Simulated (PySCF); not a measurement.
## How methods differ on the excitation energy of O(2+)

O(2+) [He] 2s2 2p2 (3P) → O(2+) [He] 2s2 2p1 3s1 (3P), as a difference of total energies. All numbers are calculated (PySCF 2.14, scalar relativity by spin-free X2C-1e, in aug-cc-pVQZ-DK). Correlated levels: valence: 1s2 frozen. The calculations carry no spin-orbit coupling.

| method | excitation energy (eV) |
| --- | --- |
| UHF | 33.246 |
| PBE | 33.245 |
| PBE0 | 33.389 |
| PW91 | 33.337 |
| BLYP | 33.240 |
| MN15 | 33.401 |
| revPBE | 33.219 |
| MP2 (valence) | 33.310 |
| SCS-MP2 (valence) | 33.197 |

Task: Estimate what LDA gives.

Result: 33.427 eV, closest to MN15 among the rows shown.

Task: Estimate what r2SCAN gives.

Result: 33.946 eV, closest to MN15 among the rows shown.

The promoted electron is Rydberg-like, and one or two diffuse shells describe it only roughly, which tends to raise the upper state.
